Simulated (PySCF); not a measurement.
Checking a proposed structure

A compound C$_{5}$H$_{2}$F$_{4}$ gives the data below (simulated from a calculation) and was assigned the structure `F/C=C1C=C\1C(F)(F)F`.

¹³C{¹H} NMR (computed): δ 172.9 (C), 156.9 (C), 131.6 (C), 73.8 (C), 25.1 (CH2).

¹H NMR (300 MHz, computed): δ 2.36 (m, 2H).

PySCF calculation with shieldings: GIAO PBE0/pcSseg-1 and geometry: GFN2-xTB; one computed conformer, no relativistic terms, in vacuum, one averaged value for each set of equivalent atoms.

Chemical shifts δ = σref − σ; ¹H (31.72 ppm) and ¹³C (186.93 ppm) vs TMS, all at this level.

(1) Compare with the shifts computed for the proposed structure, pairing carbons in order of shift.

(2) Which isomer fits?

Answers

(1) Atoms are numbered as in `[F:1]/[CH:2]=[C:3]1[CH:4]=[C:5]\1[C:6]([F:7])([F:8])[F:9]`. Hydrogens are named by the atom that carries them.

| atom | computed for proposal | given list | difference |
| --- | --- | --- | --- |
| C4 | 140.0 | 172.9 | -32.9 |
| C5 | 132.3 | 156.9 | -24.6 |
| C2 | 130.2 | 131.6 | -1.4 |
| C6 | 129.4 | 73.8 | +55.6 |
| C3 | 103.5 | 25.1 | +78.4 |

The rms difference is 46.8 ppm and the largest +78.4 ppm at C3 (fully substituted alkene carbon). The carbon types in order of shift don't match either: CH, C, CH, C, C for the proposal against C, C, C, C, CH2 in the data. The proposal doesn't fit.

(2) `InChI=1S/C5H2F4/c6-3-1-2(3)4(7)5(8)9/h1H2`.

- Carbon types of the structure: 4 × C, 1 × CH2, which accounts for all hydrogens.
- δC 172.9, 156.9, 131.6, 73.8: fully substituted alkene carbon.
- δC 25.1: three-membered-ring carbon; carbons of three-membered rings are unusually shielded.
- δH 2.36: hydrogen on a three-membered-ring carbon.

The data come from this structure; uniqueness wasn't tested.

Splittings by ¹⁹F in the carbon and heteronuclear signals aren't shown, as no couplings were computed. Shifts are as computed. Against solution values, carbons near 30 ppm lie about +3 ppm off and those near 130 ppm about +5 ppm. Of 1211 compounds with measured shifts, 218 miss one by over three times the rms of a fit or turn the order of signals round; such compounds aren't used in these exercises.
